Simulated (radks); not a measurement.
Task: The mean radii <r> (bohr) of the occupied orbitals of an atom or ion are listed with their occupations. Calculated with a radial shooting solver on a logarithmic mesh with Libxc functionals: scalar-relativistic Kohn-Sham, exchange-only LDA, spin-polarised, spherical densities, point nucleus.

| orbital | occ. | <r> |
|---|---|---|
| 1s up | 1 | 0.01715 |
| 1s down | 1 | 0.01715 |
| 2s up | 1 | 0.07228 |
| 2s down | 1 | 0.07228 |
| 2p up | 3 | 0.06512 |
| 2p down | 3 | 0.06512 |
| 3s up | 1 | 0.1843 |
| 3s down | 1 | 0.1842 |
| 3p up | 3 | 0.1844 |
| 3p down | 3 | 0.1843 |
| 3d up | 5 | 0.1661 |
| 3d down | 5 | 0.1660 |
| 4s up | 1 | 0.3669 |
| 4s down | 1 | 0.3667 |
| 4p up | 2 | 0.3769 |

Name the element and its charge. Open shells, if any, are filled with parallel spins first.

Result: Z = 78, platinum, charge +46: Pt46+ in [Ar] 3d10 4s2 4p2. The 1s radius gives Z: for a bare nucleus <r> = (2 gamma + 1)/(2Z) with gamma = sqrt(1 - (Z/c)^2), 0.01695 bohr for Z = 78, and screening makes it slightly larger (0.01715 here). The occupations add up to 32, and the charge is Z minus that.
